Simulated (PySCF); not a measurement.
Compound: C₆H₇O₃P.
SMILES with atom numbers: `[CH3:1][O:2][C:3](=[O:4])[c:5]1[p:6][cH:7][o:8][c:9]1[CH3:10]` (hydrogens: H11, H12, H13 on C1; H14 on C7; H15, H16, H17 on C10)

The same species was optimised twice, with GFN2-xTB and with PBE0-D3(BJ)/def2-SVP (PySCF), and the same property calculations (PySCF, gas phase) were run on both structures.

```json
{"coordinate": "C5–P6 (Å)", "GFN2-xTB": "1.778", "PBE0-D3(BJ)/def2-SVP": "1.790", "change": "+0.012"}
{"coordinate": "C3–C5 (Å)", "GFN2-xTB": "1.457", "PBE0-D3(BJ)/def2-SVP": "1.469", "change": "+0.012"}
{"coordinate": "O8–C9 (Å)", "GFN2-xTB": "1.330", "PBE0-D3(BJ)/def2-SVP": "1.340", "change": "+0.010"}
{"coordinate": "O2–C3 (Å)", "GFN2-xTB": "1.344", "PBE0-D3(BJ)/def2-SVP": "1.339", "change": "-0.005"}
{"coordinate": "P6–C7 (Å)", "GFN2-xTB": "1.708", "PBE0-D3(BJ)/def2-SVP": "1.703", "change": "-0.005"}
{"coordinate": "C7–O8 (Å)", "GFN2-xTB": "1.345", "PBE0-D3(BJ)/def2-SVP": "1.348", "change": "+0.003"}
{"coordinate": "C9–C10 (Å)", "GFN2-xTB": "1.485", "PBE0-D3(BJ)/def2-SVP": "1.483", "change": "-0.002"}
{"coordinate": "C1–O2 (Å)", "GFN2-xTB": "1.416", "PBE0-D3(BJ)/def2-SVP": "1.415", "change": "-0.001"}
{"coordinate": "C3=O4 (Å)", "GFN2-xTB": "1.207", "PBE0-D3(BJ)/def2-SVP": "1.209", "change": "+0.002"}
{"coordinate": "C5–C9 (Å)", "GFN2-xTB": "1.374", "PBE0-D3(BJ)/def2-SVP": "1.373", "change": "-0.001"}
{"coordinate": "C3–C5–P6 (°)", "GFN2-xTB": "122.3", "PBE0-D3(BJ)/def2-SVP": "126.1", "change": "+3.8"}
{"coordinate": "C3–C5–C9 (°)", "GFN2-xTB": "126.1", "PBE0-D3(BJ)/def2-SVP": "122.4", "change": "-3.7"}
{"coordinate": "C5–C9–C10 (°)", "GFN2-xTB": "128.3", "PBE0-D3(BJ)/def2-SVP": "131.0", "change": "+2.7"}
{"coordinate": "O8–C9–C10 (°)", "GFN2-xTB": "118.0", "PBE0-D3(BJ)/def2-SVP": "115.9", "change": "-2.1"}
{"coordinate": "O2–C3–C5 (°)", "GFN2-xTB": "109.5", "PBE0-D3(BJ)/def2-SVP": "111.5", "change": "+2.0"}
{"coordinate": "O4–C3–C5 (°)", "GFN2-xTB": "126.6", "PBE0-D3(BJ)/def2-SVP": "125.5", "change": "-1.1"}
{"coordinate": "O2–C3–O4 (°)", "GFN2-xTB": "124.0", "PBE0-D3(BJ)/def2-SVP": "123.0", "change": "-1.0"}
{"coordinate": "C7–O8–C9 (°)", "GFN2-xTB": "112.0", "PBE0-D3(BJ)/def2-SVP": "112.7", "change": "+0.7"}
{"coordinate": "C1–O2–C3–O4 (°)", "GFN2-xTB": "0", "PBE0-D3(BJ)/def2-SVP": "0", "change": "0"}
{"coordinate": "O2–C3–C5–P6 (°)", "GFN2-xTB": "0", "PBE0-D3(BJ)/def2-SVP": "1", "change": "+1"}
```

Rotational constants: A = 1949, B = 941.4, C = 639.8 MHz (GFN2-xTB) against A = 1949, B = 922.2, C = 630.9 MHz (PBE0-D3(BJ)/def2-SVP).

On the GFN2-xTB structure: HOMO (eV) -6.93 [PBE0/pcSseg-1]; LUMO (eV) -1.12 [PBE0/pcSseg-1]; dipole (D) 0.38 [PBE0/pcSseg-1]; GIAO shielding of C1 (ppm) 133.7 [PBE0/pcSseg-1]; GIAO shielding of O2 (ppm) 146.4 [PBE0/pcSseg-1]; GIAO shielding of C3 (ppm) 14.9 [PBE0/pcSseg-1]; GIAO shielding of O4 (ppm) -76.7 [PBE0/pcSseg-1]; GIAO shielding of C5 (ppm) 53.5 [PBE0/pcSseg-1]; GIAO shielding of P6 (ppm) 168.5 [PBE0/pcSseg-1]; GIAO shielding of C7 (ppm) -0.4 [PBE0/pcSseg-1]; GIAO shielding of O8 (ppm) -31.8 [PBE0/pcSseg-1].

Problem. What do these properties become on the PBE0-D3(BJ)/def2-SVP structure?

Solution. 
```csv
property,level,on GFN2-xTB,on PBE0-D3(BJ)/def2-SVP,change
HOMO (eV),PBE0/pcSseg-1,-6.93,-6.99,-0.06
LUMO (eV),PBE0/pcSseg-1,-1.12,-1.13,-0.01
dipole (D),PBE0/pcSseg-1,0.38,0.36,-0.02
"energy, GFN2-xTB geometry as zero (kcal/mol)",PBE0/pcSseg-1,0.0,-1.1,-1.1
GIAO shielding of C1 (ppm),PBE0/pcSseg-1,133.7,132.5,-1.2
GIAO shielding of O2 (ppm),PBE0/pcSseg-1,146.4,146.1,-0.3
GIAO shielding of C3 (ppm),PBE0/pcSseg-1,14.9,14.1,-0.8
GIAO shielding of O4 (ppm),PBE0/pcSseg-1,-76.7,-79.6,-2.9
GIAO shielding of C5 (ppm),PBE0/pcSseg-1,53.5,53.8,+0.3
GIAO shielding of P6 (ppm),PBE0/pcSseg-1,168.5,174.0,+5.5
GIAO shielding of C7 (ppm),PBE0/pcSseg-1,-0.4,-0.8,-0.4
GIAO shielding of O8 (ppm),PBE0/pcSseg-1,-31.8,-40.1,-8.3
```

The heavy atoms differ by 0.063 Å rms after alignment. Among bonds between heavy atoms C3–C5 and C5–P6 change most and about equally (+0.012 Å). Changes are differences of the printed values. Neither structure is proved a minimum here.

Conformer computed: `[CH3:1][O:2][C:3](=[O:4])[c:5]1[p:6][cH:7][o:8][c:9]1[CH3:10]`: C1–O2–C3–O4 0°, O2–C3–C5–P6 1°.
